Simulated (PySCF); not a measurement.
## Polarisability and C₆ of Ni⁺ (nickel, charge +1)

[Ar] 3d9, 2D determinant. Computed with PySCF 2.14 in ANO-RCC-VTZP, with the spin-free X2C one-electron Hamiltonian (Gaussian nucleus). Coupled (time-dependent) response in atomic units; α is the mean over directions. The basis has no added diffuse functions, which lowers α and C₆.

| method | mean α (bohr³) | α xx, yy, zz | C₆ (like pair) | S(−4) |
| --- | --- | --- | --- | --- |
| HSE06 | 7.161 | 6.711, 6.711, 8.062 | 21.02 | 64.15 |

S(−4) is the Cauchy moment in α(ω) = α(0) + S(−4) ω² + …

α(iu) at HSE06:

```csv
u (hartree),α(iu) (bohr³)
0,7.161
0.0500,7.006
0.100,6.592
0.200,5.450
0.300,4.427
0.500,3.179
0.750,2.451
1.00,2.063
1.50,1.605
2.00,1.296
3.00,0.8724
5.00,0.4448
```

A single London oscillator, α(iu) = α/(1 + u²/ω²), gives C₆ = (3/4) ω α². Matching the computed C₆ needs ω = 4 × 21.02 / (3 × 7.161²) = 0.547 hartree.

For an ion, C₆ is the dispersion term alone; charge-induced terms of lower order in 1/R come first.

The components differ because the open shell of this determinant is not spherical; for a pure term their mean is the scalar polarisability.
